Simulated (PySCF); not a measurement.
## Orbital energies, ionisation energy and electron affinity

Species: selenium dioxide, SeO₂.
Cartesian coordinates in Å at the PBE0-D3(BJ)/def2-TZVP level; atoms count from 1:
```
atom  x, y, z in Å
O1    -1.2420   -0.4091    0.1152
Se2   -0.0205    0.5496   -0.2665
O3     1.4087   -0.0214    0.1673
```

Level: wB97X-D/aug-cc-pVTZ (PySCF). Frontier orbitals with their largest atomic shares (Löwdin; up to four atoms above 4 %):

| orbital | ε (eV) | main atoms |
| --- | --- | --- |
| HOMO−3 | -14.66 | Se2 37 %, O3 32 %, O1 32 % |
| HOMO−2 | -11.71 | O1 43 %, O3 43 %, Se2 14 % |
| HOMO−1 | -11.55 | O3 44 %, O1 44 %, Se2 13 % |
| HOMO | -11.15 | ? |
| LUMO | -2.35 | Se2 53 %, O1 24 %, O3 24 % |
| LUMO+1 | 1.31 | Se2 88 %, O1 6 %, O3 6 % |
| LUMO+2 | 1.44 | Se2 83 %, O3 8 %, O1 8 % |

**Question.** What vertical ionisation energy does ΔSCF give, and how far is −ε(HOMO) from it?

**Answer.** ΔSCF: 11.88 eV (1146 kJ/mol; threshold wavelength 104 nm); ⟨S²⟩ of the doublet left behind is 0.772, against 0.75 for a pure doublet. −ε(HOMO) is 11.15 eV, 0.73 eV below it. In exact Kohn–Sham theory the two would be equal; wB97X-D (range-separated hybrid) falls short of its own ΔSCF value by 6 %.

**Question.** On which atoms does the HOMO lie?

**Answer.** O1 (oxygen bonded to Se) 36 %, O3 (oxygen bonded to Se) 36 %, Se2 (selenium bonded to 2 O) 28 %, so no atom holds as much as 40 %. The HOMO−1 lies 0.40 eV lower.

**Question.** And the vertical electron affinity, the fundamental gap, Mulliken's electronegativity and the hardness (with the factor ½)?

**Answer.** EA = 1.77 eV by ΔSCF (−ε(LUMO) = 2.35 eV). IE − EA = 10.11 eV against an orbital gap of 8.80 eV; (IE + EA)/2 = 6.83 eV; (IE − EA)/2 = 5.06 eV.

**Question.** Shift the occupied levels rigidly so that −ε(HOMO) equals the ΔSCF value. What binding energies result?

**Answer.** The shift is +0.73 eV: HOMO 11.88, HOMO−1 12.28, HOMO−2 12.44, HOMO−3 15.39 eV. A rigid shift is only a rough guide to the deeper ionisations.

**Question.** What total energies stand behind the ΔSCF value?

**Answer.** E(N) = -2552.05047 Eh and E(N − 1) = -2551.61386 Eh at the same geometry, 0.43661 Eh apart. With one more electron, E(N + 1) = -2552.11538 Eh.

**Question.** How many of the 10 lowest singlet excitations (vertical TDDFT, same level) lie below the ionisation energy?

**Answer.** All 10; they run from 3.18 to 8.42 eV.

Geometry: PBE0-D3(BJ)/def2-TZVP; no solvent, vibrations or thermal averaging. The calculation is non-relativistic, for selenium too.

Note: wB97X-D ran without an empirical dispersion term, which enters the total energy and its gradient alone.
